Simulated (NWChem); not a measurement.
System: C$_{5}$H$_{5}$F; SMILES FC1=CCC=C1

Input file for NWChem:

```
start job
memory heap 200 mb stack 900 mb global 1100 mb
geometry units angstroms noautosym nocenter noautoz
  F      0.019646    -2.064338     0.000000
  C     -0.037257    -0.740915     0.000000
  C     -1.148683     0.019423     0.000000
  C     -0.703108     1.446320     0.000000
  C      0.793098     1.368257     0.000000
  C      1.172646     0.074527     0.000000
  H     -2.179722    -0.330047     0.000000
  H     -1.075462     2.001412     0.881517
  H     -1.075462     2.001412    -0.881517
  H      1.450118     2.238822     0.000000
  H      2.186176    -0.328188     0.000000
end
basis spherical
  * library def2-svp
end
dft
  xc b3lyp
  iterations 150
end
property
  response 1 0.0773
end
task dft property
```

Coordinates come from a PBE0/def2-SVP optimisation.

Field at 589 nm.

Q: Predict the main results of this run. (B3LYP/def2-SVP.) Quantities: isotropic polarisability (bohr³); anisotropy (bohr³).

A: 
| Quantity | Value |
|---|---|
| isotropic polarisability (bohr³) | 50.1 |
| anisotropy (bohr³) | 31.1 |
